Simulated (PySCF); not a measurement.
C₂H₃, SMILES [CH2+][CH] (connectivity only; charge and spin as stated), charge +1, multiplicity 1.

Geometry optimised at B3LYP-D3(BJ)/def2-TZVP.

Two levels are set side by side: PBE/def2-TZVPD (PySCF) and ωB97X/def2-TZVPD (PySCF). Same geometry, gas phase. Differences are taken from unrounded values.

```
quantity                        PBE
---------------------------  ------
orbital gap (eV)               3.30
highest occupied level (eV)  -15.61
lowest empty level (eV)      -12.31
mean polarisability (bohr³)    18.4
```

Problem. These are the PBE values. What does ωB97X give? (An estimate is asked for; the answer gives what the named calculation found.)

Solution. 
```json
[
 {"quantity": "orbital gap (eV)", "ωB97X": "10.93", "PBE minus ωB97X": "-7.63"},
 {"quantity": "highest occupied level (eV)", "ωB97X": "-19.44", "PBE minus ωB97X": "3.84"},
 {"quantity": "lowest empty level (eV)", "ωB97X": "-8.51", "PBE minus ωB97X": "-3.80"},
 {"quantity": "mean polarisability (bohr³)", "ωB97X": "18.2", "PBE minus ωB97X": "0.2"}
]
```

Without exact exchange PBE keeps part of each electron's self-repulsion, which lifts occupied levels and narrows the gap. Differences between two approximate levels are no errors against the true value.

Rough cost on one machine, each run with all the roots and properties that it gave: ωB97X against PBE within a factor of 2.
